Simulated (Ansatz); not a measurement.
`FC[SiH2]F` + CH₃OH → `COCF` + `F[SiH3]`  (substitution at a C–Si bond)

Gas-phase electronic energies from Ansatz, PBE0-D4/def2-TZVP geometries. CCSD(T)/CBS adds triple-zeta CCSD(T) − MP2 to the extrapolated MP2 energy (def2 sets, frozen cores). This one scheme is used for every species. Functionals use def2-TZVPP. One conformer a species, not always the lowest.

Question: Is it downhill or uphill in electronic energy at CCSD(T)/CBS, and by how much? (Best estimate.)

Answer: Computed: Uphill: ΔE = +2.7 kcal/mol.

Question: What do these levels give: LDA (SPW92), r2SCAN-D4, B97M-V, r2SCAN0-D4, PBE0, HF/def2-SVP? (Estimate.)

Answer: Computed: LDA (SPW92) 0.5, r2SCAN-D4 1.8, B97M-V 1.8, r2SCAN0-D4 1.9, PBE0 2.5, HF/def2-SVP -3.8 kcal/mol.

Largest T1 diagnostic among the species: 0.011.

At CCSD(T), def2-SVP lies −6.3 kcal/mol from the extrapolated value and def2-TZVPP −1.5 kcal/mol. In def2-TZVPP, CCSD(T) changes the Hartree–Fock value by +1.8 kcal/mol (the triples alone add −0.2 kcal/mol) and MP2 by +2.2 kcal/mol. From BLYP to BHLYP (50 % exact exchange), in def2-TZVPP and without D4, ΔE moves by −0.9 kcal/mol.
